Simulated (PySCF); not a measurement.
C2H5ClO2Si. Atoms are numbered in the order given.

```xyz
11

C     -2.0810    -0.0281     0.1584
C     -0.8220     0.2507    -0.1879
Cl    -0.4162     1.8223    -0.9059
Si     0.6627    -0.8916     0.0156
O      1.8909     0.0194     0.6648
O      0.2781    -2.1469     1.0267
H     -2.9072     0.6753     0.0200
H     -2.2997    -1.0046     0.6006
H      1.0313    -1.5130    -1.2745
H      1.8150     0.9707     0.5124
H      0.2229    -1.9412     1.9680
```
Charge 0, spin multiplicity 1.

Coordinates come from a B3LYP-D3(BJ)/def2-SVP optimisation. This is a generated structure with no PubChem entry under its InChIKey; it may be hypothetical. The values are those of a single conformer.

Calculation: M06-2X/def2-TZVP (PySCF).

The molecule is in vacuum.

Computed frontier levels, gap, dipole moment and polarisability:
```
Property                                                                                                        Value
---------------------------------------------------------------------------------------------  ----------------------
highest occupied level                                                                                       -9.08 eV
lowest empty level                                                                                           -0.08 eV
orbital gap                                                                                                   9.01 eV
dipole moment                                                                                                  1.87 D
quadrupole, principal values (traceless, Buckingham form, about the centre of nuclear charge)  -6.61, -0.05, 6.66 D·Å
mean static polarisability                                                                       65.1 bohr³ (9.64 Å³)
polarisability, principal values                                                               49.2, 69.2, 76.8 bohr³
```
